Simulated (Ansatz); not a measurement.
Molecule: C2H6ClIn (charge 0, singlet). 
Coordinates optimised at B3LYP-D3(BJ)/def2-TZVP (Ansatz, a quantum-chemistry and plane-wave program):
```xyz
10

C      2.0366     0.1986    -1.0146
In     0.0017     0.0496    -0.3194
C     -2.0256     0.1236    -1.0480
Cl    -0.0110    -0.3191     2.0480
H      2.5102     1.0387    -0.5080
H      2.0865     0.3412    -2.0921
H      2.5605    -0.7149    -0.7363
H     -2.0636     0.2980    -2.1213
H     -2.5481     0.9229    -0.5240
H     -2.5095    -0.8226    -0.8090
```

Basis-set convergence of Hartree-Fock and CCSD correlation energies (hartree) with Ansatz. Cores are frozen in the correlated levels unless marked. No spin-orbit coupling. Frozen are the shells of the preceding noble gas and the d and f shells that filled before the atom's block. In def2 rows, elements after Kr have scalar-relativistic effective core potentials.

```json
[
 {"basis": "def2-SVP", "functions": "102", "E(HF)": "-727.78180", "E(corr, CCSD)": "-0.53118"},
 {"basis": "def2-TZVPP", "functions": "238", "E(HF)": "-728.03652", "E(corr, CCSD)": "-0.66742"},
 {"basis": "def2-QZVPP", "functions": "446", "E(HF)": "-728.05456", "E(corr, CCSD)": "-0.70785"}
]
```

Extrapolating the two largest sets (X = 3 and 4) as X^-3: E(corr) = (64·(-0.70785) - 27·(-0.66742))/37 = -0.7374 Eh, an estimate of the basis-set limit. The largest set recovers 96.0 % of it, the smallest 72.0 %.
